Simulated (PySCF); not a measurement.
Ta (SMILES [Ta]), quartet (core potentials on Ta); PySCF with PBE/def2-SVPD.

Here is a job for PySCF.
```python
from pyscf import gto, scf, dft

mol = gto.M(
    atom='''
Ta    0.000000    0.000000    0.000000
''',
    basis='def2-svpd',
    ecp={'Ta': 'def2-svpd'},
    charge=0,
    spin=3,
    verbose=4,
)

mf = dft.UKS(mol)
mf.xc = 'pbe'
mf.grids.atom_grid = (99, 590)
mf.grids.prune = None
mf.kernel()
```

The log (banner, timings and long lists left out):

```
PySCF version 2.14.0

[INPUT] verbose = 4
[INPUT] num. atoms = 1
[INPUT] num. electrons = 13
[INPUT] charge = 0
[INPUT] spin (= nelec alpha-beta = 2S) = 3
[INPUT] symmetry False subgroup None
[INPUT] Mole.unit = angstrom
[INPUT] Symbol           X                Y                Z      unit          X                Y                Z       unit  Magmom
[INPUT]  1 Ta     0.000000000000   0.000000000000   0.000000000000 AA    0.000000000000   0.000000000000   0.000000000000 Bohr   0.0

nuclear repulsion = 0
number of shells = 13
number of NR pGTOs = 60
number of NR cGTOs = 35
basis = def2-svpd
ecp = {'Ta': 'def2-svpd'}

******** <class 'pyscf.dft.uks.UKS'> ********
method = UKS
initial guess = minao
damping factor = 0
level_shift factor = 0
DIIS = <class 'pyscf.scf.diis.CDIIS'>
diis_start_cycle = 1
diis_space = 8
diis_damp = 0
SCF conv_tol = 1e-09
SCF conv_tol_grad = None
SCF max_cycles = 50
direct_scf = True
direct_scf_tol = 1e-13
number electrons alpha = 8  beta = 5
XC library pyscf.dft.libxc version 7.1.2
    S. Lehtola, C. Steigemann, M. J. T. Oliveira, and M. A. L. Marques,  SoftwareX 7, 1–5 (2018)
XC functionals = pbe
    J. P. Perdew, K. Burke, and M. Ernzerhof,  Phys. Rev. Lett. 77, 3865 (1996)
    J. P. Perdew, K. Burke, and M. Ernzerhof,  Phys. Rev. Lett. 78, 1396 (1997)
    J. P. Perdew, K. Burke, and M. Ernzerhof,  Phys. Rev. Lett. 77, 3865 (1996)
    J. P. Perdew, K. Burke, and M. Ernzerhof,  Phys. Rev. Lett. 78, 1396 (1997)
radial grids:
    Treutler-Ahlrichs [JCP 102, 346 (1995); DOI:10.1063/1.469408] (M4) radial grids

becke partition: Becke, JCP 88, 2547 (1988); DOI:10.1063/1.454033
pruning grids: None
grids dens level: 3
symmetrized grids: False
atomic radii adjust function: <function treutler_atomic_radii_adjust>
User specified grid scheme (99, 590)
small_rho_cutoff = 0
Set gradient conv threshold to 3.16228e-05
tot grids = 58416
init E= -44.3302020854357

cycle= 1 E= -56.3808027896006  delta_E= -12.1  |g|= 0.592  |ddm|= 5.74
cycle= 2 E= -55.3763935614529  delta_E=    1  |g|= 1.04  |ddm|= 3.69
cycle= 3 E= -56.8430224937146  delta_E= -1.47  |g|= 0.0804  |ddm|= 3.54
cycle= 4 E= -56.8467215280547  delta_E= -0.0037  |g|= 0.0733  |ddm|= 0.776
cycle= 5 E= -56.8507282238011  delta_E= -0.00401  |g|= 0.0395  |ddm|= 0.204
cycle= 6 E= -56.8519618235046  delta_E= -0.00123  |g|= 0.0189  |ddm|= 0.111
cycle= 7 E= -56.852425482026  delta_E= -0.000464  |g|= 0.00341  |ddm|= 0.0928
cycle= 8 E= -56.8524586589433  delta_E= -3.32e-05  |g|= 0.00178  |ddm|= 0.0213
cycle= 9 E= -56.852483908039  delta_E= -2.52e-05  |g|= 0.00106  |ddm|= 0.0275
cycle= 10 E= -56.8524912594688  delta_E= -7.35e-06  |g|= 0.000186  |ddm|= 0.0194
cycle= 11 E= -56.8524914641622  delta_E= -2.05e-07  |g|= 7.74e-05  |ddm|= 0.00314
cycle= 12 E= -56.8524914921266  delta_E= -2.8e-08  |g|= 4.4e-05  |ddm|= 0.000658
cycle= 13 E= -56.8524915120183  delta_E= -1.99e-08  |g|= 1.85e-05  |ddm|= 0.000879
cycle= 14 E= -56.8524915146249  delta_E= -2.61e-09  |g|= 1.94e-06  |ddm|= 0.000428
cycle= 15 E= -56.8524915146529  delta_E= -2.8e-11  |g|= 1.37e-06  |ddm|= 2.97e-05
Extra cycle  E= -56.8524915146718  delta_E= -1.89e-11  |g|= 8.02e-07  |ddm|= 2.01e-05
converged SCF energy = -56.8524915146718  <S^2> = 3.7555887  2S+1 = 4.0027934
```
